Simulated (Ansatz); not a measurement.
Cartesian coordinates in Å:
```
C -1.987 -0.161 -0.293
N -1.036 0.653 -0.159
C 0.261 0.284 -0.654
Si 1.437 0.001 0.801
H -2.968 0.098 0.102
H -1.883 -1.132 -0.797
H 0.670 1.116 -1.237
H 0.250 -0.610 -1.298
H 0.941 -1.131 1.627
H 1.530 1.221 1.640
H 2.786 -0.338 0.270
```

The species carries charge 0 and has multiplicity 1.

(1) List the ωB97M-V/def2-TZVPP orbital energies in eV (Ansatz 0.2.0). (Estimate.)

## Answers

(1) Computed: Occupied: -1806.82, -394.93, -282.51, -282.01, -147.92, -102.03, -102.02, -102.02, -28.75, -22.76, -19.12, -17.45, -16.05, -15.74, -14.04, -12.82, -11.94, -11.79, -10.33, -9.88. Lowest empty: 1.66, 2.26, 3.09, 3.18, 3.70, 3.74, 4.26, 4.40.
